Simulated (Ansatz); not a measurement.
Consider the isomerisation: `NCOC[SiH3]` → `CN(C)[SiH2]O`.

Isolated molecules relaxed with PBE0-D4/def2-TZVP in Ansatz; ΔE leaves out vibrations. CBS: MP2 limit from def2 TZ/QZ plus the TZ coupled-cluster correction, frozen cores. Functionals use def2-TZVPP. B3LYP here is the variant with VWN-RPA as its local correlation; programs differ in this. Each species was taken in one conformer, which may not be the lowest.

Q: Is it downhill or uphill in electronic energy at CCSD(T)/CBS, and by how much? (Best estimate.)

A: Computed: Downhill: ΔE = -248.0 kJ/mol.

Q: What do these levels give: PBE0-D4, B2PLYP, PBE, PBE0, B3LYP, HF/CBS(def2)? (Best estimate.)

A: The calculation gave: PBE0-D4 -234.1, B2PLYP -244.7, PBE -223.3, PBE0 -231.7, B3LYP -235.8, HF/CBS(def2) -247.3 kJ/mol.

Largest T1 diagnostic among the species: 0.011.

From PBE to PBE0 (25 % exact exchange), in def2-TZVPP and without D4, ΔE moves by −8.3 kJ/mol. The D4 term adds −4.6 kJ/mol with B3LYP and −2.4 kJ/mol with PBE0; it sums over pairs of atoms, weighted by their polarisabilities, and B3LYP, whose exchange is more repulsive, gets the larger term.
